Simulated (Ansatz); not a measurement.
`C[O][SnH2][Se]C` + `[F][Al]([Cl])[Br]` → `C[Se][Al]([F])[Cl]` + `C[O][SnH2][Br]`  (redistribution)

Computed with Ansatz on PBE0-D4/def2-TZVP structures; ΔE is electronic, products minus reactants. CBS: MP2 limit from def2 TZ/QZ plus the TZ coupled-cluster correction, frozen cores. DFT in def2-TZVPP. def2 core potentials past Kr. For Br, Se, Sn outer-core shells are correlated without core-valence functions, which leaves a few kJ/mol of doubt a bond. Scalar relativity is left out up to krypton. One conformer a species, not always the lowest.

Q: Is it downhill or uphill in electronic energy at CCSD(T)/CBS, and by how much? (An estimate is asked.)

A: Computed: Uphill: ΔE = +2.3 kcal/mol.

Q: What do these levels give: PBE0-D4, ωB97M-V, PBE0, MP2/def2-TZVPP, CCSD/def2-TZVPP, HF/CBS(def2)? (An estimate is asked.)

A: The calculation gave: PBE0-D4 1.5, ωB97M-V 1.7, PBE0 1.1, MP2/def2-TZVPP 2.8, CCSD/def2-TZVPP 2.1, HF/CBS(def2) 0.4 kcal/mol.

Largest T1 diagnostic among the species: 0.012.

In def2-TZVPP, CCSD(T) changes the Hartree–Fock value by +1.9 kcal/mol (the triples alone add +0.2 kcal/mol) and MP2 by +2.4 kcal/mol.
